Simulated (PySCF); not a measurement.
## Radial density of Sc³⁺ (scandium, charge +3)

LDA, [Ar], closed-shell 1S. All numbers are calculated (PySCF 2.14, scalar relativity by spin-free X2C-1e, in x2c-SVPall (5s3p3d1f, 36 functions)).

```
r (bohr)  4πr²ρ (e/bohr)
 0.00121          0.1311
 0.00204          0.3587
 0.00342          0.9357
 0.00576           2.278
 0.00969           5.276
  0.0163           10.98
  0.0274           19.13
  0.0461           24.73
  0.0776           21.48
   0.130           18.70
   0.219           26.08
   0.369           17.45
   0.621           6.471
    1.04           8.169
    1.76           2.152
    2.95         0.04998
    4.97       0.0008235
    8.36       1.288e-05
```

Densities and radii are taken from the X2C orbitals without a picture-change correction, which distorts them close to the nucleus.
